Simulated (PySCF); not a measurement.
Checking a proposed structure

A compound C4H7ClO2Si gives the data below (simulated from a calculation) and was assigned the structure `O=CCC(=O)[SiH2]CCl`.

13C{1H} NMR (computed): δ 156.5 (C), 140.6 (CH), 133.9 (CH), 93.7 (CH2).

1H NMR (400 MHz, computed): δ 6.96 (m, 1H), 6.95 (m, 1H), 4.94 (s, 3H), 4.72 (br s, 1H), 4.55 (br s, 1H).

PySCF 2.14.0 with density-fitted response routines calculation with GFN2-xTB structure and GIAO PBE0/pcSseg-1 shieldings; averaged over atoms made equivalent by symmetry, fast rotation or ring inversion, non-relativistic Hamiltonian, gas phase, one conformer.

Referencing at the same level of theory: TMS for 1H (σ = 31.72 ppm) and 13C (σ = 186.93 ppm).

Problem. Compare with the shifts computed for the proposed structure, pairing carbons in order of shift.

Solution. Numbering as in the mapped SMILES `[O:1]=[CH:2][CH2:3][C:4](=[O:5])[SiH2:6][CH2:7][Cl:8]`. Each H is labelled by its parent atom.

| atom | computed for proposal | given list | difference |
| --- | --- | --- | --- |
| C4 | 240.7 | 156.5 | +84.2 |
| C2 | 212.1 | 140.6 | +71.5 |
| C3 | 69.1 | 133.9 | -64.8 |
| C7 | 31.3 | 93.7 | -62.4 |

The rms difference is 71.2 ppm and the largest +84.2 ppm at C4 (carbonyl carbon). The carbon types in order of shift don't match either: C, CH, CH2, CH2 for the proposal against C, CH, CH, CH2 in the data. The proposal doesn't fit.

Problem. Which isomer fits?

Solution. `C=C(Cl)O/C=C/O[SiH3]`.

1. Carbon types of the structure: 1 × C, 2 × CH, 1 × CH2, leaving 3 H on heteroatoms.
2. δC 156.5, 140.6, 133.9: alkene carbon bearing oxygen.
3. δC 93.7: β carbon of an enol-ether or enamine type C=C; the O or N lone pair pushes π density onto this β carbon and shields it.
4. δH 6.96, 6.95: hydrogen on an alkene carbon bearing oxygen; olefinic region.
5. δH 4.72, 4.55: hydrogen on a β carbon of an enol-ether or enamine type C=C; lone-pair donation from O or N shields it, upfield of ordinary alkene protons.

The data come from this structure; uniqueness wasn't tested.

Carbons that carry Cl, above all several Cl atoms, come out too deshielded, partly because spin–orbit coupling is missing. Shifts are as computed. Against solution values, carbons near 30 ppm lie about +3 ppm off and those near 130 ppm about +5 ppm; carbons on Cl a further +6 ppm. Of 1211 compounds with measured shifts, 218 miss one by over three times the rms of a fit or turn the order of signals round; such compounds aren't used in these exercises. Multiplicities follow the n + 1 count of equivalent neighbours, as no J values were calculated; m marks all less simple cases, F and P coupling included.
